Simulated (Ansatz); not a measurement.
Total energies of `[NH2][AlH][AlH][GeH3]`.

```xyz
11

N    -0.250    2.358    0.506
Al   -1.632    1.309    0.141
Al   -0.968   -1.145   -0.357
Ge    1.438   -1.782   -0.264
H     0.709    2.049    0.523
H    -0.302    3.341    0.725
H    -3.061    2.010    0.171
H    -1.975   -2.326   -0.726
H     2.368   -0.593    0.068
H     1.721   -2.856    0.810
H     1.951   -2.366   -1.598
```

Charge 0, multiplicity 1. Correlated methods include outer-core shells of Ge, which these sets cover unevenly. Scalar relativity is left out up to krypton. The geometry is a stationary point of PBE0-D4/def2-TZVP. It is one conformer, not always the lowest. Basis def2-TZVPP, Ansatz 0.2.0.

RPA on PBE orbitals: Hartree–Fock energy of these orbitals -2617.71941 Eh, correlation -1.11258 Eh (frozen core).

```csv
functional,energy without D4 (Eh),D4 term (kJ/mol)
r2SCANh,-2620.76630,-5.5
PBE-QIDH,-2619.80554,–
```

Q: Give the same for LDA (SPW92), PBE, revPBE, BLYP, r2SCAN, B97M-V, PBE0, B3LYP, r2SCAN0, HSE06 (plane-wave form), BHLYP, CAM-B3LYP, LC-ωPBE, ωB97X-V, ωB97M-V, B2PLYP. (Best estimate.)

A: Computed: 
```csv
functional,energy without D4 (Eh),D4 term (kJ/mol)
LDA (SPW92),-2615.10709,–
PBE,-2620.20976,-20.1
revPBE,-2620.59553,-49.4
BLYP,-2620.91130,-41.9
r2SCAN,-2620.78093,-5.0
B97M-V,-2620.37252,–
PBE0,-2620.31916,-17.5
B3LYP,-2620.98130,-32.6
r2SCAN0,-2620.74582,-6.2
HSE06 (plane-wave form),-2620.30379,-16.7
BHLYP,-2620.82718,-29.5
CAM-B3LYP,-2620.98157,-18.4
LC-ωPBE,-2620.40735,–
ωB97X-V,-2620.59099,–
ωB97M-V,-2620.68491,–
B2PLYP,-2620.22551,–
```

B3LYP takes the VWN-RPA correlation (the form of Gaussian; ORCA's B3LYP/G). HSE06 is the plane-wave form, built on full-range PBE exchange. The double hybrids freeze the cores in their second-order part.

LC-ωPBE has ω = 0.4 bohr⁻¹.
